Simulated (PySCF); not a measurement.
C₂H₆OZn, SMILES C[CH2][Zn][OH] (connectivity only; charge and spin as stated), charge +1, multiplicity 2.

Geometry optimised at ωB97X-D3(BJ)/def2-SVP. The multiplicity is an assumed one; no other spin state was optimised. The isomer is the one that the SMILES or the coordinates give; other isomers of the formula were not compared. Other conformers were not sampled.

Level of theory: TDA-PBE/def2-SVPD in PySCF.

Vertical excitations. The molecule is in vacuum.

| state | energy (eV) | λ (nm) | f | main pairs |
|---|---|---|---|---|
| root 1 | 0.31 | 3990 | 0.000 | β HOMO→LUMO 100 % |
| root 2 | 2.00 | 620 | 0.094 | β HOMO−1→LUMO 91 % |
| root 3 | 3.02 | 411 | 0.000 | β HOMO−2→LUMO 100 % |
| root 4 | 4.08 | 304 | 0.002 | β HOMO−3→LUMO 76 %, β HOMO−4→LUMO 22 % |
| root 5 | 4.21 | 294 | 0.006 | β HOMO−4→LUMO 69 %, β HOMO−5→LUMO 16 %, β HOMO−3→LUMO 15 % |
| root 6 | 4.70 | 264 | 0.002 | α HOMO→LUMO 82 %, β HOMO→LUMO+1 17 % |
| root 7 | 4.97 | 249 | 0.121 | β HOMO−5→LUMO 79 % |
| root 8 | 5.20 | 239 | 0.015 | α HOMO→LUMO 17 %, β HOMO→LUMO+1 82 % |
| root 9 | 5.47 | 227 | 0.001 | β HOMO−6→LUMO 99 % |
| root 10 | 5.67 | 219 | 0.010 | α HOMO−2→LUMO 39 %, α HOMO−1→LUMO 7 %, β HOMO−1→LUMO+1 46 % |
Unrestricted roots are not spin-pure.
